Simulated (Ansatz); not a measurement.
Be(SeH)(GeH3) (BeGeH4Se), SMILES [Be]([SeH])[GeH3].

Geometry optimised at B3LYP-D3(BJ)/def2-SVP. The structure was generated by enumeration; whether it is a known compound was not checked. The values are those of a single conformer.

Two levels are set side by side: PBE/def2-SVPD (Ansatz, a program for electronic structure) and CAM-B3LYP/def2-SVPD (Ansatz). Energy differences of separate SCF runs at the same geometry; the states with an electron removed or added have multiplicity 2 and 2. Differences are taken from unrounded values.

```
quantity                            PBE
---------------------------------  ----
vertical ionisation energy (eV)    9.37
vertical singlet–triplet gap (eV)  3.95
```

**Question.** These are the PBE values. What does CAM-B3LYP give? (The exact figures need the calculation; the answer reports its results.)

**Answer.** 
```tsv
quantity	CAM-B3LYP	PBE minus CAM-B3LYP
vertical ionisation energy (eV)	9.78	-0.41
vertical singlet–triplet gap (eV)	4.57	-0.62
```
